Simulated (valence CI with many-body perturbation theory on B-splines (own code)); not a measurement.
**Zr XVIII: calculated level list**

Calculated by relativistic CI+MBPT: five valence electrons over a frozen Dirac-Fock core [Ar], a basis of 7 s, 7 p, 8 d, 6 f, 4 g, 1 h functions for each j, with the one-electron correlation potential Σ1 (screened to all orders), the two-electron term Σ2, the three-electron term Σ3, Breit, model QED; selected single and double excitations, second order for the rest, scaled by the run's own slope (own B-spline code, finite nucleus).

No measured levels were compared; by estimate terms of the open shell hold to 2 to 4 % of their energy, and close levels can change places. Among the levels kept, up to 490 cm⁻¹ of a level comes from second order outside the variational space, and about a tenth of that is noise between levels of different J, which matters for small intervals. Only levels of the ground parity were solved; by the run's estimate the other parity begins above the list, which can be wrong where configurations are misplaced.

Levels 1 to 31 of 31, with energies above the lowest level, 3d5 6S_5/2. "Leading %" is the weight of the configuration and term that name the level; weights of strongly mixed levels are sums over their largest components and can fall short, so below about 35 % the name and the second component can differ from the true leading terms, or belong to a minority configuration. Lifetimes count E1, E2, E3, M1 and M2 decay at the calculated energies, and are blank where another channel may lead or the interval is too uncertain; long ones can be off by a factor of two.

```tsv
No.	Configuration	Term	J	E (cm⁻¹)	Leading %	g	Lifetime	Second component
1	3d5	6S	5/2	0.0	96	1.981		4 % 3d5 4P
2	3d5	4G	5/2	83233	50	0.922	2.89 ms	15 % 3d5 4P
3	3d5	4G	7/2	89844	87	1.016	108 ms	6 % 3d5 2F
4	3d5	4G	11/2	90013	93	1.257		6 % 3d5 2H
5	3d5	4G	9/2	92257	96	1.169	1.06 s	
6	3d5	4G	5/2	92860	36	1.157	1.40 ms	34 % 3d5 4P
7	3d5	4P	3/2	94900	58	1.486	1.31 ms	37 % 3d5 4D
8	3d5	4P	1/2	100850	75	2.049	94.8 ms	22 % 3d5 4D
9	3d5	4D	7/2	110040	86	1.382	7.68 ms	7 % 3d5 4G
10	3d5	4D	5/2	118060	57	1.373	1.85 ms	21 % 3d5 4P
11	3d5	4D	1/2	118370	77	0.597	4.74 ms	22 % 3d5 4P
12	3d5	4D	3/2	121300	57	1.368	1.76 ms	37 % 3d5 4P
13	3d5	2I	11/2	128690	83	0.955	6.82 ms	14 % 3d5 2H
14	3d5	2I	13/2	134690	100	1.075	85.8 ms	
15	3d5	2F	5/2	139270	32	1.095	601 μs	31 % 3d5 2D
16	3d5	2D	3/2	141120	59	0.681	1.59 ms	37 % 3d5 4F
17	3d5	2F	7/2	142490	47	1.135	5.49 ms	36 % 3d5 4F
18	3d5	4F	9/2	145140	48	1.198	4.56 ms	39 % 3d5 2G
19	3d5	4F	5/2	154080	69	1.015	2.88 ms	23 % 3d5 2F
20	3d5	2H	9/2	160170	57	1.072	1.33 ms	35 % 3d5 4F
21	3d5	2F	7/2	161720	46	1.179	973 μs	36 % 3d5 4F
22	3d5	4F	3/2	164260	59	0.585	1.75 ms	37 % 3d5 2D
23	3d5	2G	7/2	168820	76	0.948	3.48 ms	23 % 3d5 2F
24	3d5	2F	5/2	174410	70	0.955	1.28 ms	21 % 3d5 2D
25	3d5	2H	11/2	174450	80	1.068		16 % 3d5 2I
26	3d5	2G	9/2	181200	53	1.078	2.21 ms	32 % 3d5 2H
27	3d5	2F	7/2	182900	72	1.144	2.39 ms	21 % 3d5 4F
28	3d5	2F	5/2	185190	48	1.006	713 μs	34 % 3d5 2D
29	3d5	2S	1/2	193470	95	1.983	958 μs	
30	3d5	2D	3/2	215640	98	0.805	694 μs	
31	3d5	2D	5/2	222440	86	1.166	567 μs	10 % 3d5 2F
```

Names give the largest LS component (configuration and term), which can be under half, so a name can repeat, a term be missing and a line seem to break the LS rules; names also repeat where a configuration has a term twice.

The ionisation energy to 3d4 5D_0 of the next ion comes out as 689.15 eV (NIST: 690 ± 3 eV (theoretical)). All 31 levels together are meant to be complete up to 231030 cm⁻¹.
